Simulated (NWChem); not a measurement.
System: GeF$_{4}$; SMILES [F][Ge]([F])([F])[F]

Results from NWChem. Structure relaxed at the B3LYP/6-31G* (spherical d) level. Total energies compare along this basis series because the functional is fixed.

| level | basis functions | energy (Ha) | highest occupied level (eV) | orbital gap (eV) |
|---|---|---|---|---|
| PBE0/def2-SVP | 88 | -2475.2955 | -12.47 | 10.54 |
| PBE0/def2-SVPD | 130 | -2475.3321 | -12.90 | 10.52 |
| PBE0/def2-TZVP | 172 | -2476.0703 | -12.68 | 10.65 |
| PBE0/def2-TZVPP | 172 | -2476.0703 | -12.68 | 10.65 |
